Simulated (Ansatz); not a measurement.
Abridged output of a molecular run in Ansatz:

```
Functional definition: HF
599 factors; integrals over basis functions are off by at most 1.1e-3 eV
mean field evaluation 1: about -16318.1216 eV, gradient 1.0e1 eV
mean field evaluation 2: about -16318.1246 eV, gradient 1.0e1 eV
mean field evaluation 4: about -16318.5560 eV, gradient 6.0e-1 eV
mean field evaluation 8: about -16318.5579 eV, gradient 1.4e-3 eV
mean field -16318.55786189 eV, -599.6959403088 hartree, gradient 1.7e-6 eV, S^2 0.000000; 0 other end points of the search recorded, 0 dependent functions left out
5 core orbitals not correlated: weight in the atoms' cores, before any rotation towards them, 1.000 or more for the frozen orbitals, at most 0.000 for the correlated occupied ones
reference -16318.55786189 eV, -599.6959403088 hartree; 5, 5 occupied and 90, 90 virtual orbitals, 599 factors
second order -6.37692733 eV of doubles, -0.00000000 eV of singles
cycle   1  -6.90998467 eV  change   -5.3e-1 eV  update   5.1e-2
cycle   2  -7.07848582 eV  change   -1.7e-1 eV  update   2.1e-2
cycle   3  -7.09990354 eV  change   -2.1e-2 eV  update   1.3e-2
cycle   4  -7.09388299 eV  change    6.0e-3 eV  update   7.4e-3
cycle   5  -7.09271937 eV  change    1.2e-3 eV  update   3.1e-3
cycle   6  -7.09414126 eV  change   -1.4e-3 eV  update   1.1e-3
cycle   7  -7.09431024 eV  change   -1.7e-4 eV  update   3.5e-4
cycle   8  -7.09417354 eV  change    1.4e-4 eV  update   1.4e-4
cycle   9  -7.09415211 eV  change    2.1e-5 eV  update   5.1e-5
cycle  10  -7.09414317 eV  change    8.9e-6 eV  update   1.9e-5
cycle  11  -7.09414687 eV  change   -3.7e-6 eV  update   8.4e-6
perturbative correction -0.19242365 eV, -0.0070714387 hartree
Total energy: -16325.84443241 eV, -599.9637168362 hartree
```

Its atoms:

```xyz
2

K     0.760    0.369    0.752
H    -0.760   -0.369   -0.752
```

(1) Which basis set was used?
A. def2-QZVPP
B. cc-pV(T+d)Z
C. cc-pV(D+d)Z
D. def2-TZVPPD

(2) Write the keys of the input that set method, charge and spin (a neutral closed shell needs none for the last two).

Results:

(1) A. It gives 100 functions.

(2) 
```yaml
correlation: {method: ccsd_t}
```
